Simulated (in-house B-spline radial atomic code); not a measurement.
Computed with a B-spline radial atomic code. Model: two electrons, singlet ground state, non-relativistic, full CI in B-splines with partial waves to l = 8 (at full coupling up to 3e-4 hartree above the limit, correlation up to 0.6 % small), density held at that of full coupling by Lieb maximisation.

Along the adiabatic connection the electron repulsion is scaled by a coupling λ while a local potential keeps the density fixed. At λ = 0 the system is the Kohn-Sham one and W equals the exchange energy; the exchange-correlation energy is the area under W between 0 and 1. The kinetic energy rises with λ as the electrons avoid each other, with dT/dλ = −λ dW/dλ.

Command:
```bash
python run_ac.py task.json out
```
Settings (lengths in bohr, energies in hartree):
```
potential              yukawa
strength               3.32
lmax                   8
second                 1.37
```

Time taken, with all properties: 67 s on 1 thread of Intel(R) Xeon(R) Processor @ 2.30GHz (shared host).

**W = mean repulsion less Hartree energy, and W of three functionals.**

Given: confinement screened point charge; nuclear charge 3.32; screening of the nucleus 1.37 1/bohr; external potential -Z exp(-k r)/r.

Computed: PBE exchange minus exact 2.6011 millihartree; SCAN exchange minus exact -16.421 millihartree.

```json
{"coupling": "0", "W xc (hartree)": "-1.5445", "W xc minus exchange (millihartree)": "0", "kinetic minus Kohn-Sham (millihartree)": "0", "LDA (PW92) W minus its exchange (millihartree)": "0", "PBE W minus its exchange (millihartree)": "0", "SCAN W minus its exchange (millihartree)": "0"}
{"coupling": "0.02", "W xc (hartree)": "-1.5465", "W xc minus exchange (millihartree)": "-2.024", "kinetic minus Kohn-Sham (millihartree)": "0", "LDA (PW92) W minus its exchange (millihartree)": "-12.8", "PBE W minus its exchange (millihartree)": "-1.65", "SCAN W minus its exchange (millihartree)": "-1.81"}
{"coupling": "0.05", "W xc (hartree)": "-1.5495", "W xc minus exchange (millihartree)": "-5.037", "kinetic minus Kohn-Sham (millihartree)": "0.1", "LDA (PW92) W minus its exchange (millihartree)": "-26.52", "PBE W minus its exchange (millihartree)": "-4.14", "SCAN W minus its exchange (millihartree)": "-4.48"}
{"coupling": "0.12", "W xc (hartree)": "-1.5564", "W xc minus exchange (millihartree)": "-11.959", "kinetic minus Kohn-Sham (millihartree)": "0.7", "LDA (PW92) W minus its exchange (millihartree)": "-51.51", "PBE W minus its exchange (millihartree)": "-10.03", "SCAN W minus its exchange (millihartree)": "-10.52"}
{"coupling": "0.25", "W xc (hartree)": "-1.5689", "W xc minus exchange (millihartree)": "-24.427", "kinetic minus Kohn-Sham (millihartree)": "3", "LDA (PW92) W minus its exchange (millihartree)": "-87.22", "PBE W minus its exchange (millihartree)": "-20.96", "SCAN W minus its exchange (millihartree)": "-21.27"}
{"coupling": "0.4", "W xc (hartree)": "-1.5827", "W xc minus exchange (millihartree)": "-38.216", "kinetic minus Kohn-Sham (millihartree)": "7.5", "LDA (PW92) W minus its exchange (millihartree)": "-120.13", "PBE W minus its exchange (millihartree)": "-33.38", "SCAN W minus its exchange (millihartree)": "-33.01"}
{"coupling": "0.6", "W xc (hartree)": "-1.6001", "W xc minus exchange (millihartree)": "-55.673", "kinetic minus Kohn-Sham (millihartree)": "16.2", "LDA (PW92) W minus its exchange (millihartree)": "-156.39", "PBE W minus its exchange (millihartree)": "-49.44", "SCAN W minus its exchange (millihartree)": "-47.76"}
{"coupling": "0.8", "W xc (hartree)": "-1.6166", "W xc minus exchange (millihartree)": "-72.147", "kinetic minus Kohn-Sham (millihartree)": "27.7", "LDA (PW92) W minus its exchange (millihartree)": "-187.14", "PBE W minus its exchange (millihartree)": "-64.86", "SCAN W minus its exchange (millihartree)": "-61.61"}
{"coupling": "1", "W xc (hartree)": "-1.6322", "W xc minus exchange (millihartree)": "-87.713", "kinetic minus Kohn-Sham (millihartree)": "41.7", "LDA (PW92) W minus its exchange (millihartree)": "-214.06", "PBE W minus its exchange (millihartree)": "-79.62", "SCAN W minus its exchange (millihartree)": "-74.67"}
{"coupling": "1.4", "W xc (hartree)": "-1.6609", "W xc minus exchange (millihartree)": "-116.39", "kinetic minus Kohn-Sham (millihartree)": "76", "LDA (PW92) W minus its exchange (millihartree)": "-259.93", "PBE W minus its exchange (millihartree)": "-107.24", "SCAN W minus its exchange (millihartree)": "-98.79"}
{"coupling": "2", "W xc (hartree)": "-1.6986", "W xc minus exchange (millihartree)": "-154.14", "kinetic minus Kohn-Sham (millihartree)": "139.9", "LDA (PW92) W minus its exchange (millihartree)": "-315.45", "PBE W minus its exchange (millihartree)": "-144.34", "SCAN W minus its exchange (millihartree)": "-130.79"}
{"coupling": "3", "W xc (hartree)": "-1.7504", "W xc minus exchange (millihartree)": "-205.92", "kinetic minus Kohn-Sham (millihartree)": "268.3", "LDA (PW92) W minus its exchange (millihartree)": "-386.52", "PBE W minus its exchange (millihartree)": "-196.76", "SCAN W minus its exchange (millihartree)": "-175.62"}
{"coupling": "4.5", "W xc (hartree)": "?", "W xc minus exchange (millihartree)": "?", "kinetic minus Kohn-Sham (millihartree)": "?", "LDA (PW92) W minus its exchange (millihartree)": "?", "PBE W minus its exchange (millihartree)": "?", "SCAN W minus its exchange (millihartree)": "?"}
{"coupling": "7", "W xc (hartree)": "?", "W xc minus exchange (millihartree)": "?", "kinetic minus Kohn-Sham (millihartree)": "?", "LDA (PW92) W minus its exchange (millihartree)": "?", "PBE W minus its exchange (millihartree)": "?", "SCAN W minus its exchange (millihartree)": "?"}
{"coupling": "10", "W xc (hartree)": "-1.9302", "W xc minus exchange (millihartree)": "-385.72", "kinetic minus Kohn-Sham (millihartree)": "1316.1", "LDA (PW92) W minus its exchange (millihartree)": "-626.55", "PBE W minus its exchange (millihartree)": "-400.84", "SCAN W minus its exchange (millihartree)": "-347.05"}
```

(1) What belongs in the row 4.5?

(2) What belongs in the row 7?

(3) What is the LDA exchange minus exact?

**Energy parts, natural occupations and partial-wave weights.**

Computed: total energy -2.5656 hartree; exchange energy -1.5445 hartree; kinetic part of the DFT correlation energy 0.041711 hartree; kinetic part over minus potential part 0.47554; Hartree energy 3.0889 hartree; Kohn-Sham kinetic 6.8942 hartree; Lieb Oxford ratio E_xc over LDA exchange 1.1877.

```tsv
natural	occupation of the shell (electrons)
s	1.991
s	0.0052047
p	0.0033063
d	?
p	0.00014596
s	0.00011003
```

(4) What belongs in the row d?

```json
{"wave": "s", "weight": "0.99816"}
{"wave": "p", "weight": "0.0017343"}
{"wave": "d", "weight": "9.108e-05"}
{"wave": "f", "weight": "?"}
{"wave": "g", "weight": "3.0334e-06"}
```

(5) What belongs in the row f?

(6) What is the correlation energy?

(7) What is the initial slope twice GL2?

## Answers

(1) W xc (hartree): -1.8094; W xc minus exchange (millihartree): -264.96; kinetic minus Kohn-Sham (millihartree): 487.4; LDA (PW92) W minus its exchange (millihartree): -464.36; PBE W minus its exchange (millihartree): -259.2; SCAN W minus its exchange (millihartree): -228.77.

(2) W xc (hartree): -1.8771; W xc minus exchange (millihartree): -332.65; kinetic minus Kohn-Sham (millihartree): 870.5; LDA (PW92) W minus its exchange (millihartree): -553.73; PBE W minus its exchange (millihartree): -335.73; SCAN W minus its exchange (millihartree): -293.32.

(3) 205.3 millihartree.

(4) occupation of the shell (electrons): 0.00015918.

(5) weight: 1.3035e-05.

(6) -0.046003 hartree.

(7) -0.10153 hartree.

Half-way to full coupling W has made 54 % of its drop, against 50 % for a straight line, and second-order (GL2) theory, half the initial slope, overshoots the correlation energy by about 10 %: a moderate bend, as in light atoms. Over couplings 0 to 1 the errors in E_xc come to about +121 millihartree for LDA, +7.7 millihartree for PBE, -10 millihartree for SCAN, so PBE is nearest. In LDA and SCAN the errors of exchange and correlation have opposite signs, so the sum is smaller than the larger of the two.
